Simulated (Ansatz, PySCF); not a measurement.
Complex: H2S (SMILES S) (first 3 atoms) with CH3Cl (SMILES CCl); geometry from B3LYP-D3(BJ)/def2-TZVP.
(charge 0, multiplicity 1):
| atom | x (Å) | y (Å) | z (Å) |
|---|---|---|---|
| S | -0.3163 | 0.1178 | -0.4573 |
| H | -0.2298 | 1.4346 | -0.2098 |
| H | 0.5931 | -0.1789 | 0.4881 |
| C | -0.8297 | -0.6975 | 3.3019 |
| Cl | 0.9606 | -0.6296 | 3.1406 |
| H | -1.2610 | -0.4625 | 2.3332 |
| H | -1.1015 | -1.7009 | 3.6146 |
| H | -1.1279 | 0.0319 | 4.0485 |

Basis-set superposition error: the interaction energy with monomers in their own basis, and in the dimer's basis (counterpoise).

Codes used: Ansatz (a quantum-chemistry and plane-wave program); PySCF for 6-31G* rows. Each number belongs to the level named beside it.

| level | uncorrected (kcal/mol) | counterpoise (kcal/mol) | difference |
|---|---|---|---|
| SVWN5/def2-TZVPPD | -4.44 | -4.33 | 0.11 |
| BLYP/def2-TZVPPD | -0.41 | -0.33 | 0.08 |
| revPBE/def2-TZVPPD | -0.27 | -0.21 | 0.07 |
| B3LYP/6-31G* | -1.47 | -1.03 | 0.44 |
| B3LYP/def2-TZVPPD | -0.86 | -0.79 | 0.08 |
| PBE0/def2-TZVPPD | -1.72 | -1.65 | 0.07 |
| BHLYP/def2-TZVPPD | -1.20 | -1.13 | 0.07 |
| B2PLYP/def2-TZVPPD | -1.60 | -1.41 | 0.19 |
| MP2/aug-cc-pV(D+d)Z | -3.14 | -2.10 | 1.03 |
| MP2/aug-cc-pV(Q+d)Z | -2.89 | -2.67 | 0.23 |

The error is largest for MP2/aug-cc-pV(D+d)Z (1.03 kcal/mol) and smallest for revPBE/def2-TZVPPD (0.07 kcal/mol).
